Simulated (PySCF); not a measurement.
Sn(H)(F)2(OMe) (CH₄F₂OSn), SMILES C[O][SnH]([F])[F]. Atoms are numbered in the order given.

```xyz
9

Sn     0.3957     0.2788     0.0000
F      0.7894    -0.8651    -1.5116
F      0.7894    -0.8651     1.5116
O     -1.5392     0.6153     0.0000
C     -2.4665    -0.4600     0.0000
H      1.3316     1.6942     0.0000
H     -2.3659    -1.0989     0.8961
H     -3.4794    -0.0260     0.0000
H     -2.3659    -1.0989    -0.8961
```
Charge 0, spin multiplicity 1.

Coordinates come from a B3LYP-D3(BJ)/def2-SVP optimisation. The def2 effective core potentials stand for the cores of Sn; spin–orbit coupling is left out. Other conformers were not sampled.

Method: PySCF with PBE0/def2-TZVP.

Symmetry labels are those of the subgroup Cs that the program uses (full group Cs).

Computed valence orbital energies around the gap with their symmetry:
```tsv
orbital	symmetry	energy (eV)
HOMO−7	A"	-12.12
HOMO−6	A'	-11.86
HOMO−5	A'	-11.37
HOMO−4	A"	-11.19
HOMO−3	A"	-11.06
HOMO−2	A'	-10.73
HOMO−1	A'	-9.03
HOMO	A"	-8.51
LUMO	A'	-1.90
LUMO+1	A"	-0.35
LUMO+2	A'	-0.15
LUMO+3	A'	1.40
```
